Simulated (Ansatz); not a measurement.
```xyz
5

C     0.0386   -0.0408   -0.6777
O     0.0213   -0.0474    0.6748
H    -0.0372    0.8578    0.9965
H     0.0411   -1.0351   -1.1250
H    -0.4131    0.8019   -1.2142
```

Basis set: cc-pVDZ (spherical functions). Left uncorrelated: 2 orbitals. Charge 0, multiplicity 2.

Computed with Ansatz (development build ahead of 0.2.0); each method stands on the lowest determinant of its kind that the runs found.

Q: Give the atomization energy at this shape (free ground-state atoms in the same class of orbitals less the molecule, no zero-point energy) of doublet CH₃O by UHF-MP2, UHF.

A:

```json
{"method": "UHF-MP2", "atomization energy": "378.34 kcal/mol"}
{"method": "UHF", "atomization energy": "280.67 kcal/mol"}
```
